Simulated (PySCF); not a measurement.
Isomers of C7H9NOSi, from PBE0-D3(BJ)/def2-SVP geometry optimisation, gas phase in PySCF. One conformer each, no zero-point energy, no frequencies.

**Question.** Which isomer lies lower at this level?
A. `[CH2:1]=[C:2]([O:3][SiH3:4])[c:5]1[cH:6][cH:7][cH:8][cH:9][n:10]1` with C1–C2–O3–Si4 1°, C1–C2–C5–C6 -179°: A = 3151, B = 626.3, C = 525.7 MHz, dipole 1.46 D
B. `[CH2:1]=[N:2][c:3]1[cH:4][cH:5][c:6]([O:7][SiH3:8])[cH:9][cH:10]1` with C1–N2–C3–C4 36°, C5–C6–O7–Si8 179°: A = 4382, B = 523.6, C = 474.3 MHz, dipole 1.03 D

**Answer.** A. That is `c1cnc(C(O[SiH3])=C)cc1`, 4.3 kcal/mol below the other.

```tsv
SMILES	mapped SMILES	E (Eh)	relative (kcal/mol)	relative (kJ/mol)	dipole (D)
C=C(O[SiH3])c1ccccn1	[CH2:1]=[C:2]([O:3][SiH3:4])[c:5]1[cH:6][cH:7][cH:8][cH:9][n:10]1	-690.67953	0.0	0.0	1.46
C=Nc1ccc(O[SiH3])cc1	[CH2:1]=[N:2][c:3]1[cH:4][cH:5][c:6]([O:7][SiH3:8])[cH:9][cH:10]1	-690.67263	4.3	18.1	1.03
```

As drawn, the lower has a C=C bond outside aromatic rings, which the higher lacks; the higher has a C=N bond, which the lower lacks.
